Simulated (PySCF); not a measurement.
Problem. Give a PBE0-D3(BJ)/def2-SVP geometry of `FC(F)(F)[C@H]1[CH2][Ge@@H]([PH2])[CH2]1`.

Solution. 
```
atom  x, y, z in Å
F1    -0.4340   -1.7040   -0.7173
C2    -1.5173   -0.9658   -0.4186
F3    -2.1969   -0.7925   -1.5554
F4    -2.2784   -1.7027    0.3952
C5    -1.1411    0.3531    0.2089
C6    -0.3101    0.1575    1.5059
Ge7    1.2959    0.8277    0.5516
P8     2.9489   -0.6353   -0.1525
C9    -0.1930    1.1715   -0.7104
H10   -2.1003    0.8636    0.3924
H11   -0.6300    0.8386    2.3071
H12   -0.3048   -0.8653    1.9066
H13    1.9736    2.0768    1.1552
H14    3.3939   -0.9017    1.1797
H15    2.0694   -1.7573   -0.1870
H16   -0.1142    0.8034   -1.7425
H17   -0.4690    2.2345   -0.7472
```

Orientation and origin are arbitrary. Atoms count from 1 in this order. The C–C distances run from 1.508 Å (C2–C5, drawn single) to 1.554 Å (C5–C9, drawn single), a spread of 0.046 Å. Ge7 (germanium bonded to 2 C, P and H) has angles from 75.9° to 120.7°. P8 (three-coordinate phosphorus) is pyramidal (angles 93.9°, 93.7° and 93.2°, sum 280.8°, 0.87 Å off the plane of its three neighbours). The 4-membered ring C5–C6–Ge7–C9 has internal angles of 75.9° to 103.5°; it is puckered, 0.07 Å rms from its mean plane, widest ring torsion 11°.

Bonds between heavy atoms (Å): F1–C2 1.345, C2–F3 1.336, C2–F4 1.336, C2–C5 1.508, C5–C6 1.553, C6–Ge7 1.985, Ge7–P8 2.317, Ge7–C9 1.982, C5–C9 1.554.

The calculation used PBE0-D3(BJ)/def2-SVP geometry optimisation, gas phase (PySCF 2.14.0).

No PBE0-D3(BJ)/def2-SVP frequencies stand behind this structure, so it isn't proved a minimum. One conformer, not necessarily the lowest (C6–Ge7–P8–H -70° and 24°, C2–C5–C6–Ge7 109°, C5–C6–Ge7–P8 -104°, C6–Ge7–C9–C5 -9°, C2–C5–C9–Ge7 -109°).
